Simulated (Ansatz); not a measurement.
Basis-set series for `[F][GeH2][CH2][GaH2]`. Charge 0, multiplicity 1. Geometry: relaxed with PBE0-D4/def2-TZVP. It is one conformer, not always the lowest.

| functional | basis | functions | energy (Eh) | HOMO (eV) | LUMO (eV) |
| --- | --- | --- | --- | --- | --- |
| PBE0-D4 | def2-TZVPP | 242 | -4142.84705 | -7.79 | -0.97 |
| PBE0-D4 | def2-QZVPP | 472 | -4142.94361 | -7.79 | -1.08 |
| ωB97M-V | def2-TZVPP | 242 | -4143.22692 | -9.93 | 0.76 |
| ωB97M-V | def2-QZVPP | 472 | -4143.32062 | -9.94 | 0.49 |

(1) Give the rows for def2-SVP. (An estimate is asked.)

Results:

(1) Computed: 
| functional | basis | functions | energy (Eh) | HOMO (eV) | LUMO (eV) |
| --- | --- | --- | --- | --- | --- |
| PBE0-D4 | def2-SVP | 122 | -4142.16919 | -7.77 | -0.84 |
| ωB97M-V | def2-SVP | 122 | -4142.54507 | -9.90 | 0.96 |

Positive LUMOs are unbound and depend on the basis. Scalar relativity is left out up to krypton.
